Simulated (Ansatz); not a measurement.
`CCCCCCCCCC[S][Cu]`, 33 atoms. Hardware: 4 threads of Arm Neoverse N1 on a shared host.

The 6-31G sets use Cartesian d functions. Correlated methods freeze 24 core orbitals.

Question: How many basis functions does each of these Ansatz runs have, and roughly what does it cost? B3LYP-D4/6-31G, charge 0 singlet, energy; PBE-D4/def2-SVP, charge 0 triplet at the geometry of the charge 0 singlet, energy, from earlier orbitals; PBE0-D4/def2-SVP, charge -1 doublet at the geometry of the charge 0 singlet, energy; PBE0-D4/def2-SVP, charge 0 singlet, energy, from earlier orbitals; PBE-D4/def2-SVP, charge 1 doublet, energy, from earlier orbitals; BLYP-D4/def2-SVP, charge 1 doublet at the geometry of the charge 0 singlet, energy, from earlier orbitals; RPA@PBE/def2-SVP, charge 0 singlet, energy, from earlier orbitals; PBE0-D4/def2-TZVP, charge 0 singlet, energy, from earlier orbitals; HF/STO-3G, charge 0 singlet, energy; PBE0-D4/def2-SVP, charge 1 doublet at the geometry of the charge 0 singlet, energy; MP2/def2-SVP, charge 0 singlet, energy, from earlier orbitals; r2SCAN-D4/def2-SVP, charge 1 doublet, relaxation, 10 steps.

Answer: Other jobs shared the machine, so times can vary by a factor of up to 3. A dash marks memory too small to be measured apart from the calling script's.

```csv
run,functions,fitting or Cholesky vectors,wall time,peak host memory (GiB)
"HF/STO-3G, charge 0 singlet, energy",98,1283,4.7 s,–
"B3LYP-D4/6-31G, charge 0 singlet, energy",174,2368,12 s,0.82
"PBE-D4/def2-SVP, charge 0 triplet at the geometry of the charge 0 singlet, energy, from earlier orbitals",294,3387,25 s,0.71
"MP2/def2-SVP, charge 0 singlet, energy, from earlier orbitals",294,3070,28 s,1.2
"PBE0-D4/def2-SVP, charge 0 singlet, energy, from earlier orbitals",294,3457,40 s,1.7
"RPA@PBE/def2-SVP, charge 0 singlet, energy, from earlier orbitals",294,3070,43 s,1.3
"PBE0-D4/def2-SVP, charge -1 doublet at the geometry of the charge 0 singlet, energy",294,3070,50 s,2
"PBE-D4/def2-SVP, charge 1 doublet, energy, from earlier orbitals",294,3387,62 s,1.6
"BLYP-D4/def2-SVP, charge 1 doublet at the geometry of the charge 0 singlet, energy, from earlier orbitals",294,3387,64 s,1.6
"PBE0-D4/def2-TZVP, charge 0 singlet, energy, from earlier orbitals",518,3537,73 s,3.4
"PBE0-D4/def2-SVP, charge 1 doublet at the geometry of the charge 0 singlet, energy",294,3070,2 min,2.2
"r2SCAN-D4/def2-SVP, charge 1 doublet, relaxation, 10 steps",294,3387,6.4 min,0.69
```
